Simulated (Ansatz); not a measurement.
System: BNH2F, charge 0, doublet. BNH2F (SMILES N[B]F, doublet).
B3LYP-D3(BJ)/def2-TZVP minimum from Ansatz (a first-principles code):
```xyz
5

B      0.4912    -0.2001    -0.0706
F      0.0015    -0.4925     1.1291
N     -0.2125     0.5390    -1.0083
H     -1.1418     0.9009    -0.8365
H      0.1597     0.7590    -1.9148
```
Charge 0, spin multiplicity 2.

Total energies in aug-cc-pVDZ, 17 correlated electrons, 3 frozen orbitals. Radicals and triplets start from unrestricted determinants; spin-orbit coupling is neglected. Correlated methods leave the cores frozen. No relativity.

```json
[
 {"method": "HF", "program": "Ansatz", "energy (Eh)": "-179.80221", "minus CCSDT(Q) (mEh)": "475.29"},
 {"method": "MP2", "program": "Ansatz", "energy (Eh)": "-180.24642", "minus CCSDT(Q) (mEh)": "31.08"},
 {"method": "CCSD", "program": "Ansatz", "energy (Eh)": "-180.26297", "minus CCSDT(Q) (mEh)": "14.54"},
 {"method": "CCSD(T)", "program": "Ansatz", "energy (Eh)": "-180.27588", "minus CCSDT(Q) (mEh)": "1.63"},
 {"method": "CCSDT(Q)", "program": "Ansatz", "energy (Eh)": "-180.27751", "minus CCSDT(Q) (mEh)": "0.00"}
]
```

Rough core times of Ansatz's runs on a shared machine: CCSD(T) under 20 s, CCSDT(Q) 30 min.
